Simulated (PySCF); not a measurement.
SMILES [NH2][Ge]([F])([F])[F] (H2F3GeN), singlet at its B3LYP/def2-SVP optimised geometry (Å):

```
7

N      0.9707    -0.3511     0.0000
Ge    -0.8207    -0.3511     0.0000
F     -1.4125     1.2616     0.0000
F     -1.4074    -1.1654     1.3941
F     -1.6061    -1.1149    -1.3333
H      1.4125     0.1781    -0.7484
H      1.4115    -1.2616     0.1104
```

Calculation: B3LYP/def2-TZVP (PySCF 2.14.0). Cells within 0.4 Å of a nucleus heavier than hydrogen are left out (blank, or x).

Map of the deformation density (molecule minus spherical neutral atoms) (e/bohr³) on the plane z = 0.0 Å:

```
|111111111111111111111111111|
|111111111111111111111111111|
|111111111111111111111111111|
|111111111111111111111111111|
|111111111111111111111111111|
|111111111111111111111111111|
|111111111111111111111111111|
|11111111x321111111111111111|
|1111123xxx22111111111111111|
|1111123xxx32111111111111111|
|111112221331111111111111111|
|111111234321011111111111111|
|111111111100012113321111111|
|1111100000x01243xx421111111|
|111110001xxx0365xxx11111111|
|111110001xxx1354xx311111111|
|111111000011123238831111111|
|111111100000012137941111111|
|111111110000011123510011111|
|111111111000011111000011111|
|111111111111111110000111111|
|111111111111111111111111111|
|111111111111111111111111111|
|111111111111111111111111111|
|111111111111111111111111111|
|111111111111111111111111111|
|111111111111111111111111111|
```
Scale: ten equal steps from -0.020 (start of '0') to 0.095 (end of '9'), in the order '0123456789'; x runs from -3.50 to 3.50, y from -3.50 (bottom) to 3.50 (top).
